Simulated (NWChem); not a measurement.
System meant: CH$_{4}$AlIO$_{2}$; SMILES C[O][Al]([OH])[I]

NWChem input:

```
start job
memory heap 200 mb stack 900 mb global 1100 mb
geometry units angstroms noautoz
  Al     0.456205    -0.957880    -0.001143
  I      0.305111     1.496869    -0.003946
  O      1.947169    -1.761271    -0.000848
  H      2.809717    -1.343514     0.005921
  O     -0.977981    -1.827316     0.001142
  C     -1.466459    -3.128263     0.002713
  H     -2.095298    -3.302471     0.893220
  H     -2.097322    -3.303902    -0.886178
  H     -0.663870    -3.887651     0.002687
end
basis spherical
  * library def2-svp
end
dft
  xc xpbe96 cpbe96
  iterations 150
  mulliken
end
task dft energy
```

End of the output:

```
             Grid Information
             ----------------
          Grid used for XC integration:  medium
          Radial quadrature: Mura-Knowles
          Angular quadrature: Lebedev.
          Tag              B.-S. Rad. Rad. Pts. Rad. Cut. Ang. Pts.
          ---              ---------- --------- --------- ---------
          Al                  1.25       88          10.0       590
          I                   1.40      123          13.0       590
          O                   0.60       49          11.0       434
          H                   0.35       45          13.0       434
          C                   0.70       49          12.0       434
          Grid pruning is: on
          Number of quadrature shells:   538
          Spatial weights used:  Erf1

          Convergence Information
          -----------------------
          Convergence aids based upon iterative change in
          total energy or number of iterations.
          Levelshifting, if invoked, occurs when the
          HOMO/LUMO gap drops below (HL_TOL):  1.00D-02
          DIIS, if invoked, will attempt to extrapolate
          using up to (NFOCK): 10 stored Fock matrices.

                    Damping( 0%)  Levelshifting(0.5)       DIIS
                  --------------- ------------------- ---------------
          dE  on:    start            ASAP                start
          dE off:    2 iters        150 iters           150 iters

      Screening Tolerance Information
      -------------------------------
          Density screening/tol_rho:  1.00D-10
          AO Gaussian exp screening on grid/accAOfunc:  14
          CD Gaussian exp screening on grid/accCDfunc:  20
          XC Gaussian exp screening on grid/accXCfunc:  20
          Schwarz screening/accCoul:  1.00D-08

      Superposition of Atomic Density Guess
      -------------------------------------

      charge =      53.0 I (Iodine)

      symmetry species            s     p     d     f
      number of basis functions =10     7     6
      number of cont. functions = 4     4     2
      number of closed shells   = 5     3     2
      number of open shells     = 0     1     0
      open shell occupation     = 0     5     0
 ------------------------------------------------------------------------
 atomscf:atomd: error in atom scf                   0
 ------------------------------------------------------------------------
 ------------------------------------------------------------------------
  current input line :
    22: task dft energy
 ------------------------------------------------------------------------
 ------------------------------------------------------------------------
 This error has not yet been assigned to a category
 ------------------------------------------------------------------------
 For more information see the NWChem manual at https://nwchemgit.github.io

0:atomscf:atomd: error in atom scf:Received an Error in Communication
```

Find the fault in this run and fix the input.

The run crashed. Cause: the def2 basis of a heavy element holds valence functions alone and wants its effective core potential (without it all electrons must fit into that basis). This input runs:
```
start job
memory heap 200 mb stack 900 mb global 1100 mb
geometry units angstroms noautoz
  Al     0.456205    -0.957880    -0.001143
  I      0.305111     1.496869    -0.003946
  O      1.947169    -1.761271    -0.000848
  H      2.809717    -1.343514     0.005921
  O     -0.977981    -1.827316     0.001142
  C     -1.466459    -3.128263     0.002713
  H     -2.095298    -3.302471     0.893220
  H     -2.097322    -3.303902    -0.886178
  H     -0.663870    -3.887651     0.002687
end
basis spherical
  * library def2-svp
end
ecp
  I library def2-ecp
end
dft
  xc xpbe96 cpbe96
  iterations 150
  mulliken
end
task dft energy
```
It converges to -730.65548 Ha (PBE/def2-SVP with def2 effective core potentials on I).
